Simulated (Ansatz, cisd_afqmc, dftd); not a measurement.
Species: CH3AlF2, charge 0, singlet. CH3AlF2 (SMILES [CH3][Al]([F])[F]).
B3LYP-D3(BJ)/def2-TZVP minimum from Ansatz (a first-principles code):
```
C
H 1 1.0903
H 1 1.0924 2 108.50
H 1 1.0928 2 108.29 3 115.68
Al 1 1.9305 2 111.76 4 121.97
F 5 1.6493 1 122.39 2 -3.21
F 5 1.6494 6 116.12 1 179.87
```
Charge 0, spin multiplicity 1.

Wanted: atomisation energy (electronic, to ground-state atoms), in kcal/mol. Open shells are spin-unrestricted; no spin-orbit coupling. Cores are frozen in correlated methods. Rows without X2C or -DK are non-relativistic. AFQMC is phaseless with a CISD trial state; ± is one standard error, without the phaseless bias. Outlying blocks are dropped, and bars are widened where a walk drifts. Over all cases where full CI ran beside it in this data, AFQMC minus full CI had a median of +0.1 mEh and passed +0.4 mEh in a tenth of the cases. CBS(X,Y): correlation extrapolated as X^-3, Hartree-Fock from the larger set (Q,5: extrapolated as (X+1)exp(-9√X)). A bracket is a step between two methods taken in the basis named. The functionals are non-relativistic, so their misses hold any scalar relativity. 'core' is core correlation in cc-pwCVTZ (1s frozen past Ne), 'X2C' scalar relativity in cc-pVTZ-DK, both at CCSD(T). For partners of very few electrons the exact lower level stands in for a higher one.

```
level                                                                                               program  atomisation energy (kcal/mol)
--------------------------------------------------------------------------------------  -------------------  -----------------------------
PBE/def2-TZVPD                                                                                       Ansatz                          665.8
PBE0-D4/def2-TZVPD                                                                           Ansatz + dftd4                          655.7
wB97M-V/def2-TZVPD                                                                                   Ansatz                          662.5
MP2/cc-pV(Q+d)Z                                                                                      Ansatz                          680.5
AFQMC/CISD/cc-pV(T+d)Z                                                                           cisd_afqmc                    649.5 ± 0.4
CCSD(T)/CBS(cc-pV(Q+d)Z,cc-pV(5+d)Z) + [AFQMC/CISD - CCSD(T)]/cc-pV(T+d)Z               Ansatz + cisd_afqmc                    668.6 ± 0.4
CCSD(T)/CBS(cc-pV(Q+d)Z,cc-pV(5+d)Z) + [AFQMC/CISD - CCSD(T)]/cc-pV(T+d)Z + core + X2C  Ansatz + cisd_afqmc                    668.2 ± 0.4
```
